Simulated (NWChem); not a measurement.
System: C2HF2, doublet; SMILES [CH]=C(F)F

Here is an NWChem input.

```
start job
memory heap 200 mb stack 900 mb global 1100 mb
geometry units angstroms noautosym nocenter noautoz
  C     -0.872085    -1.134973     0.000000
  C     -0.093392    -0.079555     0.000000
  F     -0.515351     1.161200     0.000000
  F      1.222752    -0.107506     0.000000
  H     -0.804463    -2.215962     0.000000
end
basis spherical
  C library 6-31g*
  F library 6-31g*
  H library 6-31g*
end
dft
  odft
  mult 2
  xc b3lyp
  iterations 150
end
cosmo
  do_cosmo_smd true
  solvent acetone
end
task dft energy
```

Parts of the log:

```
             Northwest Computational Chemistry Package (NWChem) 7.3.0
             --------------------------------------------------------

                             Geometry "geometry" -> ""
                             -------------------------

 Output coordinates in angstroms (scale by  1.889725989 to convert to a.u.)

  No.       Tag          Charge          X              Y              Z
 ---- ---------------- ---------- -------------- -------------- --------------
    1 C                    6.0000    -0.87208500    -1.13497300     0.00000000
    2 C                    6.0000    -0.09339200    -0.07955500     0.00000000
    3 F                    9.0000    -0.51535100     1.16120000     0.00000000
    4 F                    9.0000     1.22275200    -0.10750600     0.00000000
    5 H                    1.0000    -0.80446300    -2.21596200     0.00000000

 Effective nuclear repulsion energy (a.u.)     109.8741010136

                                 NWChem DFT Module
                                 -----------------

 Summary of "ao basis" -> "ao basis" (spherical)
 ------------------------------------------------------------------------------
       Tag                 Description            Shells   Functions and Types
 ---------------- ------------------------------  ------  ---------------------
 C                           6-31g*                  6       14   3s2p1d
 F                           6-31g*                  6       14   3s2p1d
 H                           6-31g*                  2        2   2s

 in cosmo_initialize ...
 calling solv_data for solv:acetone

 solvent parameters
 solvname_short: acetone
 solvname_long:  acetone
 dielec:       20.4930
 dielecinf:     1.8463
 nonaqueous SMD model solvent descriptors
 dielec:       20.4930
 sola:          0.0400
 solb:          0.4900
 solc:          0.0000
 solg:         33.7700
 solh:          0.0000
 soln:          1.3588

          ---------------
          -cosmo- solvent
          ---------------
 Cosmo: York-Karplus, doi: 10.1021/jp992097l
 dielectric constant -eps-     =  20.49
 screen = (eps-1)/(eps    )    =   0.95120
 surface charge correction     = lagrangian

   van der Waals surface
 --------------------------

 ---------- ATOMIC COORDINATES (A.U.) ------------ VDWR(ANG.) --
     1   -1.64800169   -2.14478797    0.00000000     1.850
     2   -0.17648529   -0.15033715    0.00000000     1.850
     3   -0.97387218    2.19434982    0.00000000     1.730
     4    2.31066623   -0.20315688    0.00000000     1.730
     5   -1.52021464   -4.18756098    0.00000000     1.200
 number of segments per atom =        128
 number of   points per atom =        128
 atom (   nspa,  nppa )
 ----------------------
    1 (     78,     0 )       0
    2 (     32,     0 )       0
    3 (     84,     0 )       0
    4 (     88,     0 )       0
    5 (     54,     0 )       0
 number of -cosmo- surface points =      336
 molecular surface =     81.866 angstrom**2
 molecular volume  =     63.037 angstrom**3
 -lineq- algorithm             =   0
 -bem- low  level              =   3
 -bem- from -octahedral-
 gaussian surface charge width =   4.50000
 degree of switching           =   1.00000
 switching function tolerance  =   0.00010
 atomic radii =
 --------------
    1  6.000  1.850
    2  6.000  1.850
    3  9.000  1.730
    4  9.000  1.730
    5  1.000  1.200
 ...... end of -cosmo- initialization ......

 nat:                     5
 ixmem:                  1509
 calling mnsol_interface()
 G(SMD-CDS) energy (kcal/mol)  =     2.090
 SMD-CDS SASA (angstrom**2)    =    98.133

            General Information
            -------------------
          SCF calculation type: DFT
          Wavefunction type:  spin polarized.
          No. of atoms     :     5
          No. of electrons :    31
           Alpha electrons :    16
            Beta electrons :    15
          Charge           :     0
          Spin multiplicity:     2
          Use of symmetry is: off; symmetry adaption is: off
          Maximum number of iterations: 150
          AO basis - number of functions:    58
                     number of shells:    26
          Convergence on energy requested:  1.00D-06
          Convergence on density requested:  1.00D-05
          Convergence on gradient requested:  5.00D-04

              XC Information
              --------------
                         B3LYP Method XC Potential
                     Hartree-Fock (Exact) Exchange  0.200
                        Slater Exchange Functional  0.800 local
                    Becke 1988 Exchange Functional  0.720 non-local
              Lee-Yang-Parr Correlation Functional  0.810
                  VWN I RPA Correlation Functional  0.190 local

             Grid Information
             ----------------
          Grid used for XC integration:  medium
          Radial quadrature: Mura-Knowles
          Angular quadrature: Lebedev.
          Tag              B.-S. Rad. Rad. Pts. Rad. Cut. Ang. Pts.
          ---              ---------- --------- --------- ---------
          C                   0.70       49           7.0       434
          F                   0.50       49           9.0       434
          H                   0.35       45           7.0       434
          Grid pruning is: on
          Number of quadrature shells:   241
          Spatial weights used:  Erf1

      Superposition of Atomic Density Guess
      -------------------------------------

 Sum of atomic energies:        -274.56340488

      Non-variational initial energy
      ------------------------------

 Total energy =    -275.849870
 1-e energy   =    -598.290962
 2-e energy   =     212.566991
 HOMO         =      -0.200449
 LUMO         =       0.133273

[...]

                                COSMO-SMD solvation results
                                ---------------------------

             internal energy in gas <Psi(g)|H|Psi(g)> =      -276.358457596265
         internal energy in solvent <Psi(s)|H|Psi(s)> =      -276.358132349578
                               delta internal energy  =         0.000325246687 (    0.20 kcal/mol)
   total free energy in solvent <Psi(s)|H+V/2|Psi(s)> =      -276.361176167233
 polarization energy contribution <Psi(s)|V/2|Psi(s)> =        -0.003043817656 (   -1.91 kcal/mol)
    total free energy in solvent including G(SMD-CDS) =      -276.357845878201
                       G(SMD-CDS) energy contribution =         0.003330289032 (    2.09 kcal/mol)
     1 M fixed-concentration free energy of solvation =         0.000611718063 (    0.38 kcal/mol)

                    DFT Final Alpha Molecular Orbital Analysis
                    ------------------------------------------

 Vector   14  Occ=1.000000D+00  E=-4.280051D-01
              MO Center=  1.0D-01,  5.8D-01,  3.2D-10, r^2= 1.7D+00
   Bfn.  Coefficient  Atom+Function         Bfn.  Coefficient  Atom+Function
  ----- ------------  ---------------      ----- ------------  ---------------
    31      0.530618  3 F  px                46     -0.385578  4 F  py
    35      0.354670  3 F  px                50     -0.257058  4 F  py
    45      0.178992  4 F  px                49      0.125650  4 F  px
     3      0.078635  1 C  px                21      0.074798  2 C  px
    32      0.058022  3 F  py                17     -0.053574  2 C  px

 Vector   15  Occ=1.000000D+00  E=-2.795163D-01
              MO Center= -9.1D-01, -9.6D-01, -5.1D-10, r^2= 1.4D+00
   Bfn.  Coefficient  Atom+Function         Bfn.  Coefficient  Atom+Function
  ----- ------------  ---------------      ----- ------------  ---------------
     3      0.542819  1 C  px                 7      0.395850  1 C  px
     6     -0.212589  1 C  s                  4     -0.179891  1 C  py
    46      0.142807  4 F  py                45      0.134986  4 F  px
    18     -0.109733  2 C  py                 2     -0.109029  1 C  s
    58      0.101825  5 H  s                 32     -0.098685  3 F  py

 Vector   16  Occ=1.000000D+00  E=-2.705906D-01
              MO Center= -4.8D-01, -6.1D-01, -6.3D-10, r^2= 1.7D+00
   Bfn.  Coefficient  Atom+Function         Bfn.  Coefficient  Atom+Function
  ----- ------------  ---------------      ----- ------------  ---------------
     5      0.457726  1 C  pz                 9      0.342768  1 C  pz
    19      0.339201  2 C  pz                33     -0.224890  3 F  pz
    47     -0.222338  4 F  pz                37     -0.173230  3 F  pz
    51     -0.171035  4 F  pz                23      0.141285  2 C  pz
    25     -0.027331  2 C  d -1

 Vector   17  Occ=0.000000D+00  E= 2.953181D-02
              MO Center= -3.8D-01, -4.7D-01, -5.1D-10, r^2= 1.8D+00
   Bfn.  Coefficient  Atom+Function         Bfn.  Coefficient  Atom+Function
  ----- ------------  ---------------      ----- ------------  ---------------
    19     -0.578562  2 C  pz                 9      0.560545  1 C  pz
    23     -0.556439  2 C  pz                 5      0.389193  1 C  pz
    33      0.200759  3 F  pz                47      0.199434  4 F  pz
    37      0.190336  3 F  pz                51      0.188241  4 F  pz
    11     -0.026824  1 C  d -1

 Vector   18  Occ=0.000000D+00  E= 1.222583D-01
              MO Center= -6.9D-01, -1.7D+00,  9.1D-11, r^2= 2.9D+00
   Bfn.  Coefficient  Atom+Function         Bfn.  Coefficient  Atom+Function
  ----- ------------  ---------------      ----- ------------  ---------------
    58      1.668522  5 H  s                  6     -1.293931  1 C  s
     8      0.665713  1 C  py                20      0.436152  2 C  s
    34     -0.329196  3 F  s                 36      0.246267  3 F  py
    22      0.216628  2 C  py                17     -0.214995  2 C  px
    32      0.215730  3 F  py                 4      0.195024  1 C  py

 Vector   19  Occ=0.000000D+00  E= 1.721217D-01
              MO Center=  2.0D-01, -1.6D-02,  5.3D-10, r^2= 1.9D+00
   Bfn.  Coefficient  Atom+Function         Bfn.  Coefficient  Atom+Function
  ----- ------------  ---------------      ----- ------------  ---------------
    20      1.751209  2 C  s                 48     -0.727329  4 F  s
    58     -0.564660  5 H  s                 34     -0.537646  3 F  s
    49      0.488141  4 F  px                 8     -0.446985  1 C  py
    21      0.398697  2 C  px                17      0.337325  2 C  px
    45      0.322162  4 F  px                36      0.298010  3 F  py

                     DFT Final Beta Molecular Orbital Analysis
                     -----------------------------------------

 Vector   13  Occ=1.000000D+00  E=-4.368773D-01
              MO Center=  2.3D-01, -1.0D-01, -1.2D-11, r^2= 2.2D+00
   Bfn.  Coefficient  Atom+Function         Bfn.  Coefficient  Atom+Function
  ----- ------------  ---------------      ----- ------------  ---------------
    46      0.444157  4 F  py                50      0.295667  4 F  py
    32      0.279857  3 F  py                 4      0.261597  1 C  py
    31      0.197954  3 F  px                36      0.191072  3 F  py
    18     -0.163048  2 C  py                57     -0.136653  5 H  s
     6      0.135580  1 C  s                 35      0.130996  3 F  px

 Vector   14  Occ=1.000000D+00  E=-4.247973D-01
              MO Center=  1.3D-01,  5.7D-01,  2.0D-10, r^2= 1.7D+00
   Bfn.  Coefficient  Atom+Function         Bfn.  Coefficient  Atom+Function
  ----- ------------  ---------------      ----- ------------  ---------------
    31      0.525247  3 F  px                46     -0.400946  4 F  py
    35      0.352308  3 F  px                50     -0.268876  4 F  py
    45      0.162429  4 F  px                49      0.115125  4 F  px
    21      0.076580  2 C  px                32      0.068236  3 F  py
     4      0.065472  1 C  py                17     -0.047742  2 C  px

 Vector   15  Occ=1.000000D+00  E=-2.571731D-01
              MO Center= -4.1D-01, -5.1D-01, -1.2D-09, r^2= 1.7D+00
   Bfn.  Coefficient  Atom+Function         Bfn.  Coefficient  Atom+Function
  ----- ------------  ---------------      ----- ------------  ---------------
     5      0.411089  1 C  pz                19      0.389640  2 C  pz
     9      0.312088  1 C  pz                33     -0.238125  3 F  pz
    47     -0.236463  4 F  pz                37     -0.186595  3 F  pz
    51     -0.184922  4 F  pz                23      0.178616  2 C  pz
    25     -0.026795  2 C  d -1

 Vector   16  Occ=0.000000D+00  E=-1.065334D-01
              MO Center= -9.5D-01, -9.5D-01,  9.1D-11, r^2= 1.5D+00
   Bfn.  Coefficient  Atom+Function         Bfn.  Coefficient  Atom+Function
  ----- ------------  ---------------      ----- ------------  ---------------
     7      0.481332  1 C  px                 3      0.460250  1 C  px
     6     -0.185850  1 C  s                 21      0.181448  2 C  px
    58      0.145724  5 H  s                 20     -0.144587  2 C  s
     4     -0.140300  1 C  py                18     -0.137838  2 C  py
    45      0.135972  4 F  px                48     -0.123007  4 F  s

 Vector   17  Occ=0.000000D+00  E= 3.831711D-02
              MO Center= -4.5D-01, -5.7D-01, -6.2D-10, r^2= 1.8D+00
   Bfn.  Coefficient  Atom+Function         Bfn.  Coefficient  Atom+Function
  ----- ------------  ---------------      ----- ------------  ---------------
     9      0.603726  1 C  pz                19     -0.554237  2 C  pz
    23     -0.533793  2 C  pz                 5      0.409093  1 C  pz
    33      0.186637  3 F  pz                47      0.184946  4 F  pz
    37      0.177269  3 F  pz                51      0.175633  4 F  pz
    11     -0.028017  1 C  d -1

 Vector   18  Occ=0.000000D+00  E= 1.344512D-01
              MO Center= -6.7D-01, -1.6D+00,  3.1D-10, r^2= 3.0D+00
   Bfn.  Coefficient  Atom+Function         Bfn.  Coefficient  Atom+Function
  ----- ------------  ---------------      ----- ------------  ---------------
    58      1.668208  5 H  s                  6     -1.337208  1 C  s
     8      0.656661  1 C  py                20      0.582220  2 C  s
    34     -0.355048  3 F  s                 36      0.262070  3 F  py
    32      0.224082  3 F  py                22      0.217763  2 C  py
     2     -0.193458  1 C  s                  4      0.177006  1 C  py

   alpha - beta orbital overlaps
   -----------------------------

   alpha      1      2      3      4      5      6      7      8      9     10
    beta      2      1      3      4      5      6      7      8      9     11
 overlap   0.935  0.935  1.000  1.000  1.000  1.000  0.994  0.992  0.998  0.994

   alpha     11     12     13     14     15     16     17     18     19     20
    beta     10     13     12     14     16     15     17     18     19     20
 overlap   1.000  0.999  1.000  0.997  0.988  0.996  0.996  0.994  0.994  0.996

   alpha     21     22     23     24     25     26     27     28     29     30
    beta     21     22     23     24     25     27     26     28     29     30
 overlap   0.994  0.970  0.994  0.925  0.770  0.828  0.994  0.996  0.998  0.998

   alpha     31     32     33     34     35     36     37     38     39     40
    beta     31     32     33     34     35     36     37     38     39     41
 overlap   1.000  1.000  1.000  0.999  1.000  1.000  0.960  0.958  0.980  0.990

[...]
```

Level: B3LYP/6-31G* (spherical d), spin-unrestricted, SMD on the gas-phase geometry. In the optimisation the excess spin sits in a' (Cs, its own frame). All runs use the structure optimised with PBE0/def2-SVP, spin-unrestricted. No stability test was run on the SCF state. B3LYP is NWChem's, with the RPA form of VWN correlation. Solvent: acetone.
